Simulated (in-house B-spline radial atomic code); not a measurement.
**Ionising the niobium ion Nb⁸⁺ with different functionals**

Computed with an all-electron radial atomic-structure program (B-spline basis): four-component Dirac-Coulomb Hamiltonian, Fermi nucleus of rms radius 4.324 fm, spin-restricted, spherical fractional occupations for the functionals. The ionisation energy is the difference of two self-consistent energies, [Ar] 3d10 4s2 4p3 → [Ar] 3d10 4s2 4p2, without Breit or QED terms; ε is the level of the shell that loses the electron (mean over j). The electron is taken from both j subshells in proportion to 2j + 1, so the result is a j average, not the step between ground levels.

Hybrids are left out here: with spherical fractional occupations of an open shell their exact exchange keeps a self-interaction that integer-occupation calculations don't have.

| method | rung | ΔSCF (eV) | -ε(4p) (eV) |
| --- | --- | --- | --- |
| LDA VWN5 | LDA | 159.10 | 149.37 |
| relativistic LDA | LDA | ? | ? |
| LDA PW92 | LDA | 159.09 | 149.36 |
| LDA exchange-only | LDA | 157.25 | 147.53 |
| PBE | GGA | 158.72 | 149.05 |
| PBEsol | GGA | 158.77 | 149.09 |
| BLYP | GGA | 158.66 | 148.96 |
| RPBE | GGA | 158.62 | 148.98 |
| PW91 | GGA | 158.89 | 149.20 |
| BP86 | GGA | 158.92 | 149.23 |
| AM05 | GGA | ? | ? |
| OLYP | GGA | 158.92 | 149.31 |

(1) What does relativistic LDA give?

(2) What does AM05 give?

(3) How do they compare with the NIST value?

Answers

(1) ΔSCF 159.02 eV, and -ε(4p) = 149.30 eV.

(2) ΔSCF 158.79 eV, and -ε(4p) = 149.11 eV.

(3) NIST lists 159.2 eV ± 0.7 (semi-empirical, ground level to ground level). Errors run from -1.95 to -0.10 eV; LDA VWN5 is closest (-0.10 eV), though others lie within the uncertainty of it, and part of that can be cancellation, since the calculations leave out Breit-QED terms, spin polarisation, the choice among j levels, multiplet and fine-structure energies.
